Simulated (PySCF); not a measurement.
Calculation: ωB97X-D3(BJ)/def2-TZVP // B3LYP-D3(BJ)/def2-TZVP in PySCF. Isolated molecules, 0 K electronic values unless said otherwise. One relaxed conformer stands for a flexible species; it need not be the lowest. Delta-SCF ions had no search for a lower state. Excitations are Tamm–Dancoff values on a coarser integration grid. The basis has no diffuse functions, so Rydberg states are missing or too high.

Reference species (SMILES): `[CH3][In]([CH3])[NH2]` (neutral, multiplicity 1).

| Property | Result |
|---|---|
| brightest of the four lowest singlets (TDA) | 6.03 eV |
| vertical ionisation energy (Delta-SCF) | 8.74 eV |

Changed species: `[CH3][In]([CH3])[CH3]` (0 of 3 CH3 replaced by NH2; the reference has 1 of 3 CH3 replaced by NH2).

Question: Give the shifts of the brightest of the four lowest singlets (TDA) and vertical ionisation energy (Delta-SCF).

Answer: the brightest of the four lowest singlets (TDA) increases by 0.74 eV, to 6.77 eV; the vertical ionisation energy (Delta-SCF) rises by 0.39 eV, to 9.13 eV.
